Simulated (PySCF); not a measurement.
Ga(H)2(SiH3) (GaH5Si), SMILES [GaH2][SiH3].

Geometry optimised at PBE0-D3(BJ)/def2-TZVP.

Vertical ionisation energy (IE) and electron affinity (EA) in eV. Rows of orbital energies are one-electron estimates. Where ΔSCF, EOM or ADC give a negative EA the extra electron is unbound and the value depends on the basis.

| level | IE | EA |
|---|---|---|
| −ε(HOMO), −ε(LUMO), PBE/def2-TZVPD (PySCF) | 6.58 | 2.95 |
| ADC(2)/aug-cc-pVDZ (PySCF) | 9.61 | 0.43 |

Task: Beyond the first one, list the lowest photoelectron lines from PySCF with ADC(2)/aug-cc-pVDZ with their pole strengths (two spins summed). (An estimate is asked for; the answer gives what the named calculation found.)

Result: 10.98 eV (1.85), 12.24 eV (1.83), 12.31 eV (1.83), 14.86 eV (1.82), 17.96 eV (1.73).
